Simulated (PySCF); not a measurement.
**Ir⁺ (iridium, charge +1) across methods**

[Xe] 4f14 5d7 6s1, high-spin 5F determinant. Calculation: PySCF 2.14, in aug-cc-pwCVQZ-PP with ECP60MDF (9s9p8d5f4g3h, 180 functions); scalar relativity through the core potential.

| method | E (hartree) | mean ε 5d α (eV) | mean ε 5d β (eV) | mean ε 6s α (eV) | Σ⟨r²⟩ (bohr²) | ⟨S²⟩ |
| --- | --- | --- | --- | --- | --- | --- |
| PBE | -104.1166 | -16.298 | -14.294 | -14.226 | 42.49 | 6.001 |
| PBE0 | -104.0830 | -17.954 | -15.795 | -14.997 | 42.28 | 6.002 |
| UHF | -103.36891 | -22.157 | -19.376 | -16.634 | 42.35 | 6.005 |
| LDA | -103.8840 | -16.410 | -14.362 | -14.508 | 42.66 | 6.001 |
| r2SCAN | -104.1362 | -16.770 | -14.394 | -14.556 | 42.14 | 6.003 |

Energies and moments cover only the electrons outside the core potential. Spin-orbit coupling, absent here, splits the open shell strongly.
